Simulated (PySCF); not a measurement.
F2Sb, charge +1, singlet, geometry from GFN2-xTB (core potentials on Sb), atoms displaced at random by about 0.08 Å a coordinate. Base run: TPSS/def2-SVP, gradient run with PySCF.

Input for PySCF:
```python
from pyscf import gto, scf, dft

mol = gto.Mole()
mol.atom = '''
    Sb    0.311905    0.160034    0.373349
    F    -0.968024    0.448752   -1.194980
    F    -0.633777   -1.546639    0.373743
'''
mol.basis = 'def2-svp'
mol.ecp = {'Sb': 'def2-svp'}
mol.charge = 1
mol.spin = 0
mol.verbose = 3
mol.build()

mf = dft.RKS(mol)
mf.xc = 'tpss'
mf.kernel()
g = mf.nuc_grad_method()
grad = g.kernel()
```

The coordinate followed is x of atom 2.

Variants of this job, named by their change:

```csv
change,dE/dx (Eh/bohr),net force (Eh/bohr)
base,-0.040645,0.000379
conv_tol = 1e-4,-0.040712,0.000379
finite difference step (bohr) = 1e-4; conv_tol = 1e-11,-0.040673,-
grids.level = 0; grid_response = off,-0.049482,0.011641
grids.level = 0; grid_response = on,-0.042994,0.000000
finite difference step (bohr) = 0.2; conv_tol = 1e-11,-0.040167,-
grids.level = 1; grid_response = off,-0.040921,0.001246
conv_tol = 1e-6,-0.040620,0.000379
grids.level = 5; grid_response = off,-0.040578,0.000114
finite difference step (bohr) = 0.05; conv_tol = 1e-11,-0.040641,-
conv_tol = 1e-11,-0.040645,0.000379
grids.level = 1; grid_response = on,-0.041404,0.000000
```

The net force is zero for an exact gradient.
